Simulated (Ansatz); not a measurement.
Total energies of C2H2F6OTi (`FC(F)(F)C[O][Ti]([F])([F])[F]`).

Cartesian coordinates in Å:
```
F 1.636 -0.120 1.096
C 1.646 0.290 -0.175
F 1.825 -0.784 -0.944
F 2.691 1.103 -0.343
C 0.365 1.025 -0.526
O -0.737 0.218 -0.316
Ti -1.779 -0.958 0.474
F -0.949 -2.488 0.631
F -2.203 -0.368 2.065
F -3.230 -1.163 -0.483
H 0.312 1.923 0.098
H 0.422 1.322 -1.577
```

The species carries charge 0 and has multiplicity 1. Correlated methods include outer-core shells of Ti, which these sets cover unevenly. Scalar relativity is left out up to krypton. All single points use the PBE0-D4/def2-TZVP geometry. It is one conformer, not always the lowest. Basis def2-TZVPP, Ansatz.

RPA on PBE orbitals: Hartree–Fock energy of these orbitals -1597.21409 Eh, correlation -3.73412 Eh (frozen core).

| functional | energy without D4 (Eh) | D4 term (kJ/mol) |
| --- | --- | --- |
| LDA (SPW92) | -1594.78056 | – |
| PBE | -1600.86232 | -28.1 |
| B97M-V | -1601.35315 | – |
| PBE0 | -1600.85443 | -24.0 |
| B3LYP | -1601.81210 | -44.8 |
| BHLYP | -1601.44493 | -33.5 |
| CAM-B3LYP | -1601.63884 | -24.3 |
| LC-ωPBE | -1601.19504 | – |
| ωB97M-V | -1601.54884 | – |
| PBE-QIDH | -1600.64556 | – |

Give the same for revPBE, BLYP, r2SCAN, r2SCANh, r2SCAN0, HSE06 (plane-wave form), ωB97X-V, B2PLYP. (An estimate is asked.)

Computed: 
```json
{"functional": "revPBE", "energy without D4 (Eh)": "-1601.45439", "D4 term (kJ/mol)": "-85.4"}
{"functional": "BLYP", "energy without D4 (Eh)": "-1601.76525", "D4 term (kJ/mol)": "-61.0"}
{"functional": "r2SCAN", "energy without D4 (Eh)": "-1601.46633", "D4 term (kJ/mol)": "-7.4"}
{"functional": "r2SCANh", "energy without D4 (Eh)": "-1601.40309", "D4 term (kJ/mol)": "-7.9"}
{"functional": "r2SCAN0", "energy without D4 (Eh)": "-1601.31317", "D4 term (kJ/mol)": "-8.6"}
{"functional": "HSE06 (plane-wave form)", "energy without D4 (Eh)": "-1600.81552", "D4 term (kJ/mol)": "-22.3"}
{"functional": "ωB97X-V", "energy without D4 (Eh)": "-1601.42213", "D4 term (kJ/mol)": "–"}
{"functional": "B2PLYP", "energy without D4 (Eh)": "-1601.21229", "D4 term (kJ/mol)": "–"}
```

B3LYP takes the VWN-RPA correlation (the form of Gaussian; ORCA's B3LYP/G). HSE06 is the plane-wave form, built on full-range PBE exchange. The double hybrids freeze the cores in their second-order part.

LC-ωPBE has ω = 0.4 bohr⁻¹.
